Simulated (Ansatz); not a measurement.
Ansatz (an electronic-structure program) input (HF/STO-3G):

Ansatz 0.2 input:
```yaml
crystal:
  periodic: [false, false, false]
  atoms:
    - {symbol: O, position_ang: [2.54337900, -0.20297200, -0.22127000]}
    - {symbol: C, position_ang: [1.48526200, -0.19671800, 0.35406600]}
    - {symbol: C, position_ang: [0.22251500, 0.30545100, -0.21721700]}
    - {symbol: C, position_ang: [-0.80071800, 0.97960800, 0.70474400]}
    - {symbol: C, position_ang: [-1.07115200, -0.36433900, 0.17244000]}
    - {symbol: F, position_ang: [-2.01079400, -0.49614300, -0.81379400]}
    - {symbol: H, position_ang: [1.40286700, -0.58506400, 1.39420100]}
    - {symbol: H, position_ang: [0.27990600, 0.67478800, -1.23219900]}
    - {symbol: H, position_ang: [-1.34242300, 1.80856600, 0.27250200]}
    - {symbol: H, position_ang: [-0.55526500, 1.07743000, 1.75418300]}
    - {symbol: H, position_ang: [-1.05041200, -1.23066400, 0.82142700]}
basis:
  gaussian:
    orbitals: STO-3G
hamiltonian:
  xc: {name: HF}
relax: {f_tol: 0.003, max_steps: 120}
```

Output:

```
Functional definition: HF
integrals: 0.00 GiB planned
547 factors; integrals over basis functions are off by at most 1.6e-5 eV
mean field: 0.08 GiB planned
mean field evaluation 1: about -8819.6253 eV, gradient 4.0e1 eV
mean field evaluation 2: about -8819.8262 eV, gradient 4.0e1 eV
mean field evaluation 4: about -8825.6009 eV, gradient 3.5e0 eV
mean field evaluation 8: about -8825.6885 eV, gradient 2.9e-2 eV
mean field -8825.68436138 eV, -324.3379180171 hartree, gradient 6.3e-5 eV, S^2 0.000000; 0 other end points of the search recorded, 0 dependent functions left out
the calculation of the forces begins
reference -8825.68436138 eV, -324.3379180171 hartree; 23, 23 occupied and 12, 12 virtual orbitals, 547 factors
relax step   1: F+E_penalty+E_count = -8825.68436138 eV  Δ(F+E_penalty+E_count) = +0.000e0 eV  max|allowed force component| = 1.777e0 eV/Å  Δτ_max = 0.0000 Å  (28 SCF iters, accepted)
these checks for a lower state are left out or cut short: starts, cluster_reference, orbital_swaps, neighbouring_geometries, increment
integrals: 0.00 GiB planned
547 factors; integrals over basis functions are off by at most 1.7e-5 eV
mean field: 0.08 GiB planned
mean field evaluation 16: about -8825.7868 eV, gradient 4.0e-4 eV
mean field -8825.78683200 eV, -324.3416837430 hartree, gradient 1.4e-5 eV, S^2 0.000000; 0 other end points of the search recorded, 0 dependent functions left out
the calculation of the forces begins
reference -8825.78683200 eV, -324.3416837430 hartree; 23, 23 occupied and 12, 12 virtual orbitals, 547 factors
relax step   2: F+E_penalty+E_count = -8825.78683200 eV  Δ(F+E_penalty+E_count) = -1.025e-1 eV  max|allowed force component| = 5.883e-1 eV/Å  Δτ_max = 0.0447 Å  (29 SCF iters, accepted)
these checks for a lower state are left out or cut short: starts, cluster_reference, orbital_swaps, neighbouring_geometries, increment
integrals: 0.00 GiB planned
547 factors; integrals over basis functions are off by at most 1.7e-5 eV
mean field: 0.08 GiB planned
mean field -8825.78731584 eV, -324.3417015235 hartree, gradient 1.3e-5 eV, S^2 0.000000; 0 other end points of the search recorded, 0 dependent functions left out
the calculation of the forces begins
reference -8825.78731584 eV, -324.3417015235 hartree; 23, 23 occupied and 12, 12 virtual orbitals, 547 factors
relax step   3: F+E_penalty+E_count = -8825.78731584 eV  Δ(F+E_penalty+E_count) = -4.838e-4 eV  max|allowed force component| = 5.025e-1 eV/Å  Δτ_max = 0.0326 Å  (31 SCF iters, accepted)
these checks for a lower state are left out or cut short: starts, cluster_reference, orbital_swaps, neighbouring_geometries, increment
integrals: 0.00 GiB planned
547 factors; integrals over basis functions are off by at most 1.7e-5 eV
mean field: 0.08 GiB planned
mean field evaluation 32: about -8825.7959 eV, gradient 1.4e-5 eV
mean field -8825.79594148 eV, -324.3420185102 hartree, gradient 1.4e-5 eV, S^2 0.000000; 0 other end points of the search recorded, 0 dependent functions left out
the calculation of the forces begins
reference -8825.79594148 eV, -324.3420185102 hartree; 23, 23 occupied and 12, 12 virtual orbitals, 547 factors
relax step   4: F+E_penalty+E_count = -8825.79594148 eV  Δ(F+E_penalty+E_count) = -8.626e-3 eV  max|allowed force component| = 1.851e-1 eV/Å  Δτ_max = 0.0345 Å  (31 SCF iters, accepted)
these checks for a lower state are left out or cut short: starts, cluster_reference, orbital_swaps, neighbouring_geometries, increment
integrals: 0.00 GiB planned
547 factors; integrals over basis functions are off by at most 1.7e-5 eV
mean field: 0.08 GiB planned
mean field -8825.79681525 eV, -324.3420506204 hartree, gradient 1.4e-5 eV, S^2 0.000000; 0 other end points of the search recorded, 0 dependent functions left out
the calculation of the forces begins
reference -8825.79681525 eV, -324.3420506204 hartree; 23, 23 occupied and 12, 12 virtual orbitals, 547 factors
relax step   5: F+E_penalty+E_count = -8825.79681525 eV  Δ(F+E_penalty+E_count) = -8.738e-4 eV  max|allowed force component| = 6.483e-2 eV/Å  Δτ_max = 0.0036 Å  (30 SCF iters, accepted)
these checks for a lower state are left out or cut short: starts, cluster_reference, orbital_swaps, neighbouring_geometries, increment
integrals: 0.00 GiB planned
547 factors; integrals over basis functions are off by at most 1.7e-5 eV
mean field: 0.08 GiB planned
mean field -8825.79712989 eV, -324.3420621835 hartree, gradient 1.3e-5 eV, S^2 0.000000; 0 other end points of the search recorded, 0 dependent functions left out
the calculation of the forces begins
reference -8825.79712989 eV, -324.3420621835 hartree; 23, 23 occupied and 12, 12 virtual orbitals, 547 factors
relax step   6: F+E_penalty+E_count = -8825.79712989 eV  Δ(F+E_penalty+E_count) = -3.146e-4 eV  max|allowed force component| = 1.908e-2 eV/Å  Δτ_max = 0.0048 Å  (32 SCF iters, accepted)
these checks for a lower state are left out or cut short: starts, cluster_reference, orbital_swaps, neighbouring_geometries, increment
integrals: 0.00 GiB planned
547 factors; integrals over basis functions are off by at most 1.7e-5 eV
mean field: 0.08 GiB planned
mean field -8825.79708754 eV, -324.3420606270 hartree, gradient 1.4e-5 eV, S^2 0.000000; 0 other end points of the search recorded, 0 dependent functions left out
the calculation of the forces begins
reference -8825.79708754 eV, -324.3420606270 hartree; 23, 23 occupied and 12, 12 virtual orbitals, 547 factors
relax step   7: F+E_penalty+E_count = -8825.79708754 eV  Δ(F+E_penalty+E_count) = +4.235e-5 eV  max|allowed force component| = 2.110e-2 eV/Å  Δτ_max = 0.0042 Å  (31 SCF iters, rejected (line search))
these checks for a lower state are left out or cut short: starts, cluster_reference, orbital_swaps, neighbouring_geometries, increment
integrals: 0.00 GiB planned
547 factors; integrals over basis functions are off by at most 1.7e-5 eV
mean field: 0.08 GiB planned
mean field -8825.79717148 eV, -324.3420637116 hartree, gradient 1.5e-5 eV, S^2 0.000000; 0 other end points of the search recorded, 0 dependent functions left out
the calculation of the forces begins
reference -8825.79717148 eV, -324.3420637116 hartree; 23, 23 occupied and 12, 12 virtual orbitals, 547 factors
relax step   8: F+E_penalty+E_count = -8825.79717148 eV  Δ(F+E_penalty+E_count) = -4.158e-5 eV  max|allowed force component| = 7.730e-3 eV/Å  Δτ_max = 0.0021 Å  (32 SCF iters, accepted)
these checks for a lower state are left out or cut short: starts, cluster_reference, orbital_swaps, neighbouring_geometries, increment
integrals: 0.00 GiB planned
547 factors; integrals over basis functions are off by at most 1.7e-5 eV
mean field: 0.08 GiB planned
mean field evaluation 64: about -8825.7972 eV, gradient 2.0e-4 eV
mean field -8825.79718842 eV, -324.3420643344 hartree, gradient 1.7e-5 eV, S^2 0.000000; 0 other end points of the search recorded, 0 dependent functions left out
the calculation of the forces begins
reference -8825.79718842 eV, -324.3420643344 hartree; 23, 23 occupied and 12, 12 virtual orbitals, 547 factors
relax step   9: F+E_penalty+E_count = -8825.79718842 eV  Δ(F+E_penalty+E_count) = -1.695e-5 eV  max|allowed force component| = 6.629e-3 eV/Å  Δτ_max = 0.0049 Å  (31 SCF iters, accepted)
these checks for a lower state are left out or cut short: starts, cluster_reference, orbital_swaps, neighbouring_geometries, increment
integrals: 0.00 GiB planned
547 factors; integrals over basis functions are off by at most 1.7e-5 eV
mean field: 0.08 GiB planned
mean field -8825.79719240 eV, -324.3420644807 hartree, gradient 1.4e-5 eV, S^2 0.000000; 0 other end points of the search recorded, 0 dependent functions left out
the calculation of the forces begins
reference -8825.79719240 eV, -324.3420644807 hartree; 23, 23 occupied and 12, 12 virtual orbitals, 547 factors
relax step  10: F+E_penalty+E_count = -8825.79719240 eV  Δ(F+E_penalty+E_count) = -3.981e-6 eV  max|allowed force component| = 4.770e-3 eV/Å  Δτ_max = 0.0021 Å  (30 SCF iters, accepted)
these checks for a lower state are left out or cut short: starts, cluster_reference, orbital_swaps, neighbouring_geometries, increment
integrals: 0.00 GiB planned
547 factors; integrals over basis functions are off by at most 1.7e-5 eV
mean field: 0.08 GiB planned
mean field -8825.79719379 eV, -324.3420645317 hartree, gradient 1.6e-5 eV, S^2 0.000000; 0 other end points of the search recorded, 0 dependent functions left out
the calculation of the forces begins
reference -8825.79719379 eV, -324.3420645317 hartree; 23, 23 occupied and 12, 12 virtual orbitals, 547 factors
relax step  11: F+E_penalty+E_count = -8825.79719379 eV  Δ(F+E_penalty+E_count) = -1.388e-6 eV  max|allowed force component| = 5.846e-3 eV/Å  Δτ_max = 0.0027 Å  (31 SCF iters, accepted)
these checks for a lower state are left out or cut short: starts, cluster_reference, orbital_swaps, neighbouring_geometries, increment
integrals: 0.00 GiB planned
547 factors; integrals over basis functions are off by at most 1.7e-5 eV
mean field: 0.08 GiB planned
mean field -8825.79719473 eV, -324.3420645661 hartree, gradient 1.4e-5 eV, S^2 0.000000; 0 other end points of the search recorded, 0 dependent functions left out
the calculation of the forces begins
reference -8825.79719473 eV, -324.3420645661 hartree; 23, 23 occupied and 12, 12 virtual orbitals, 547 factors
relax step  12: F+E_penalty+E_count = -8825.79719473 eV  Δ(F+E_penalty+E_count) = -9.359e-7 eV  max|allowed force component| = 2.198e-3 eV/Å  Δτ_max = 0.0003 Å  (30 SCF iters, accepted)
integrals: 0.00 GiB planned
547 factors; integrals over basis functions are off by at most 1.7e-5 eV
mean field: 0.08 GiB planned
mean field evaluation 96: about -8819.7549 eV, gradient 4.0e1 eV
mean field -8825.79719473 eV, -324.3420645661 hartree, gradient 1.5e-5 eV, S^2 0.000000; 1 other end points of the search recorded, 0 dependent functions left out
the calculation of the forces begins
reference -8825.79719473 eV, -324.3420645661 hartree; 23, 23 occupied and 12, 12 virtual orbitals, 547 factors
Total energy: -8825.79719473 eV, -324.3420645661 hartree
Atom 0 at     2.572430    -0.217977    -0.231818 Å, force     0.000350     0.000588    -0.000278 eV/Å
Atom 1 at     1.512929    -0.210905     0.368025 Å, force    -0.001084    -0.002198    -0.000271 eV/Å
Atom 2 at     0.208255     0.315135    -0.211439 Å, force     0.000058     0.000905    -0.000981 eV/Å
Atom 3 at    -0.800314     0.992208     0.693801 Å, force    -0.000803    -0.000064     0.000369 eV/Å
Atom 4 at    -1.093724    -0.376851     0.144048 Å, force     0.000207    -0.000793     0.000552 eV/Å
Atom 5 at    -2.053756    -0.531728    -0.821479 Å, force     0.001371    -0.000664     0.000686 eV/Å
Atom 6 at     1.424294    -0.595769     1.399471 Å, force    -0.000328     0.000652     0.000414 eV/Å
Atom 7 at     0.289062     0.704352    -1.218652 Å, force     0.000132     0.000672     0.000079 eV/Å
Atom 8 at    -1.344804     1.830435     0.281937 Å, force     0.000342     0.000391     0.000034 eV/Å
Atom 9 at    -0.573753     1.079319     1.747441 Å, force     0.000388    -0.000091    -0.000179 eV/Å
Atom 10 at    -1.037455    -1.218275     0.837747 Å, force    -0.000634     0.000600    -0.000426 eV/Å
Dipole moment:    -0.200376     0.063668     0.303449 e Å
```

The geometry given is a B3LYP-D3(BJ)/def2-TZVP minimum.
